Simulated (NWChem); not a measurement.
Molecule: CH6F2N2Si; SMILES C(N)[Si](F)(F)N

```xyz
12

N      0.0138    -2.4105     0.1450
C      0.7438    -1.2689    -0.4531
Si     0.0222     0.4110    -0.0432
N     -1.5846     0.5503    -0.6220
F      1.0178     1.5716    -0.5659
F     -0.0733     0.6161     1.5520
H     -0.9746    -2.3359    -0.0943
H      0.0543    -2.3385     1.1610
H      1.7914    -1.3216    -0.1321
H      0.7721    -1.4104    -1.5425
H     -1.7808     0.4714    -1.6127
H     -2.2215     1.2006    -0.1763
```
Atoms are numbered in this order, from 1.

Results from NWChem. Pople sets run with spherical d functions. Structure relaxed at the B3LYP/6-31G* (spherical d) level. Level: B3LYP/6-31G* with SMD (1 M gas to 1 M solution), gas-phase geometry. Reactions with the solvent are ignored.

Q: What does the run give for solvent water? Quantities: solvation free energy (kcal/mol); cavity-dispersion-structure term (kcal/mol); dipole in solution (D).

A: 
```yaml
solvation free energy (kcal/mol): -6.2
cavity-dispersion-structure term (kcal/mol): 4.2
dipole in solution (D): 2.83
```
